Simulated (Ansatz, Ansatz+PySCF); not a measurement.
```yaml
atoms:
  - { symbol: Li, position_ang: [0.0000, 0.0000, -1.1984] }
  - { symbol: H, position_ang: [0.0000, 0.0000, 3.5951] }
```

Basis set: cc-pVDZ (spherical functions). All electrons are correlated. Charge 0, multiplicity 1.

Computed with Ansatz (development build ahead of 0.2.0); each method stands on the lowest determinant of its kind that the runs found. Restricted open shells among the atoms or ions are ROHF, correlated in semicanonical orbitals with singles. Restricted functionals stand beside restricted open-shell atoms, which can lie above the unrestricted atoms usual in DFT and then raise those values.

Question: Give the atomization energy at this shape (free ground-state atoms in the same class of orbitals less the molecule, no zero-point energy) of singlet LiH in separate pieces by r²SCAN (unrestricted), ωB97X (unrestricted), PBE0 (unrestricted), PBE (unrestricted), r²SCAN (restricted), PBE (restricted), ωB97X (restricted), UHF-MP2, UHF, PBE0 (restricted), RHF-MP2, RHF.

Answer:

| method | atomization energy |
| --- | --- |
| r²SCAN (unrestricted) | 0.10 eV |
| ωB97X (unrestricted) | -0.03 eV |
| PBE0 (unrestricted) | 0.01 eV |
| PBE (unrestricted) | 0.01 eV |
| r²SCAN (restricted) | -0.70 eV |
| PBE (restricted) | -0.57 eV |
| ωB97X (restricted) | -1.29 eV |
| UHF-MP2 | 0.01 eV |
| UHF | 0.00 eV |
| PBE0 (restricted) | -1.00 eV |
| RHF-MP2 | -1.31 eV |
| RHF | -2.47 eV |

Caution: the shape is not the minimum. Caution for r²SCAN (unrestricted), ωB97X (unrestricted), PBE0 (unrestricted), PBE (unrestricted), r²SCAN (restricted), PBE (restricted), ωB97X (restricted), PBE0 (restricted): charge can spread falsely over distant fragments. Caution for r²SCAN (unrestricted): the unrestricted determinant is spin contaminated. Caution for ωB97X (unrestricted), PBE0 (unrestricted), PBE (unrestricted), UHF-MP2, UHF: the unrestricted determinant is a mixture of spin states. Caution for r²SCAN (restricted), PBE (restricted), ωB97X (restricted), PBE0 (restricted), RHF-MP2, RHF: an unrestricted determinant lies well below. Caution for ωB97X (restricted), RHF-MP2, RHF: the molecule lies well above its atoms at this level. Caution for UHF-MP2: a plain start can end on a higher determinant. Caution for UHF-MP2, RHF-MP2: large amplitudes, a single reference is doubtful.
